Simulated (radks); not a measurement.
Initial-state core-level shifts of the silicon ion Si+ when its valence configuration changes from [Ne] 3s2 3p1. Method: Dirac Kohn-Sham, LDA (Slater exchange, Perdew-Wang correlation), spin-unpolarised, spherical densities, point nucleus; open shells fill j = l - 1/2 first; computed with a radial shooting solver on a logarithmic mesh with Libxc functionals. Shifts are changes of the shell-averaged eigenvalues in eV (positive: less bound).

| valence | 1s | 2s | 2p |
|---|---|---|---|
| 3s1 3p2 | -1.559 | -1.537 | -1.519 |
| 3s1.5 3p1.5 | -0.792 | -0.779 | -0.771 |
| 3p3 | -3.052 | -3.013 | -2.975 |
| 3s0.5 3p2.5 | -2.317 | -2.284 | -2.257 |
